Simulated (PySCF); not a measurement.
A structure optimised at PBE-D3(BJ)/def2-SVP, used in a PySCF frequency run:

```xyz
10

Si     0.9076    -0.3049    -0.5362
O      1.8866    -0.6863     0.7767
S     -0.7893     0.9578    -0.1390
C     -2.0006    -0.2796     0.4803
H      0.3701    -1.5638    -1.1723
H      1.7846     0.4850    -1.4524
H      1.4806    -1.2622     1.4476
H     -2.0516    -1.1618    -0.1879
H     -1.7623    -0.6032     1.5121
H     -2.9890     0.2174     0.4878
```

**Question.** Write its SMILES and formula.

**Answer.** CS[SiH2]O, CH6OSSi

**Question.** What are its rotational constants (standard atomic weights)?

**Answer.** 8.2668, 2.4819, 2.2300 GHz
